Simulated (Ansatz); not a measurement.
Input for Ansatz (a quantum-chemistry and plane-wave program): U-B3LYP/def2-TZVPP on hydrogen telluride (SMILES [TeH2]), a point of a bond scan (R = 4.485 Å). Elements past Kr take the def2 small-core potentials; no spin–orbit coupling.

Ansatz 0.2 input:
```yaml
crystal:
  periodic: [false, false, false]
  atoms:
    - {symbol: Te, position_ang: [0.00005303, 0.04331076, 0.00164716]}
    - {symbol: H, position_ang: [-3.18722191, -3.11054309, -0.10799644]}
    - {symbol: H, position_ang: [1.17766186, -1.12737630, -0.04669061]}
basis:
  gaussian:
    orbitals: def2-TZVPP
hamiltonian:
  xc: {name: B3LYP}
magnetization: {spin_polarized: true, initial_magnetization: 0}
```

Question: Give the final energy of this run.

Answer: -269.1894 hartree. Its determinant has ⟨S²⟩ = 1.00, a mixture of spin states.

Question: How many basis functions does it have, and what does it roughly cost on one machine?

Answer: 78 functions; roughly 5 core-seconds.
